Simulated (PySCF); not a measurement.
Estimate the missing entries of this data sheet.

Species: Ge(SH)2H2.
Cartesian coordinates in Å at the PBE0-D3(BJ)/def2-SVP level; atoms count from 1:
```xyz
7
GeH4S2 angstrom
Ge    -0.5537    0.0131   -0.3851
S     -0.5751   -0.0342    1.8401
H      0.2215    1.0498    1.9638
S      1.5280    0.0135   -1.1692
H      1.8866   -1.1012   -0.4955
H     -1.1713    1.3002   -0.9518
H     -1.3360   -1.2411   -0.8022
```

```json
{"property": "point group", "level": "PBE0-D3(BJ)/def2-SVP", "value": "?"}
{"property": "rotational constants A, B, C", "level": "PBE0-D3(BJ)/def2-SVP", "value": "7.452, 2.241, 1.791 GHz"}
{"property": "dipole moment", "level": "CAM-B3LYP/def2-SVPD", "value": "0.40 D"}
{"property": "HOMO energy", "level": "CAM-B3LYP/def2-SVPD", "value": "-8.68 eV"}
{"property": "LUMO energy", "level": "CAM-B3LYP/def2-SVPD", "value": "0.16 eV"}
{"property": "lowest singlet excitation", "level": "TDDFT CAM-B3LYP/def2-SVPD", "value": "5.44 eV (228 nm, f = 0.020)"}
{"property": "strongest line among the 15 lowest singlet transitions", "level": "TDDFT CAM-B3LYP/def2-SVPD", "value": "S11 at 7.73 eV (160 nm, f = 0.214)"}
{"property": "lowest triplet excitation (Tamm–Dancoff)", "level": "TDA CAM-B3LYP/def2-SVPD", "value": "?"}
{"property": "static isotropic polarisability", "level": "CAM-B3LYP/def2-SVPD", "value": "75.8 au"}
{"property": "electronic spatial extent ⟨r²⟩ about the centre of nuclear charge", "level": "CAM-B3LYP/def2-SVPD", "value": "645 bohr²"}
{"property": "1H chemical shifts (computed TMS as zero) by class", "level": "GIAO B3LYP/pcSseg-1 (pcSseg-2 on Ge)", "value": "5.48 (H6/H7), 0.65 (H3/H5) ppm"}
{"property": "isotropic shieldings of nuclei other than C and H, by class", "level": "GIAO B3LYP/pcSseg-1 (pcSseg-2 on Ge)", "value": "?"}
```

The electronic properties come from PySCF, for the isolated species, density fitting. The calculation is non-relativistic and has no spin–orbit coupling, an omission that weighs most on germanium. Atoms bound to Ge lack the heavy atom's spin–orbit term in their shielding, so their NMR values are less reliable.

Q: The isotropic shieldings of nuclei other than C and H, by class?

A: 637 (S2/S4), 1322 (Ge1) ppm.

Q: What is the point group?

A: C2.

Q: The lowest triplet excitation (Tamm–Dancoff)?

A: 4.97 eV.

With B = h/(8π²I), that is 505.379 GHz u Å² over I, the principal moments of inertia are 67.8, 225.6 and 282.1 u Å² (most abundant isotopes); the inertial defect Ic − Ia − Ib is -11.3 u Å² (zero for a rigid planar frame, negative otherwise). Point group C2 permits a dipole; with 0.40 D the species has a pure rotational spectrum. The polarisability is 11.23 Å³ as a volume (1 au = 0.148185 Å³), or 1.11 au for each of the 68 electrons. In atomic units the dipole is 0.16 e·bohr (1 au = 2.5417 D).

One conformer stands for the species.
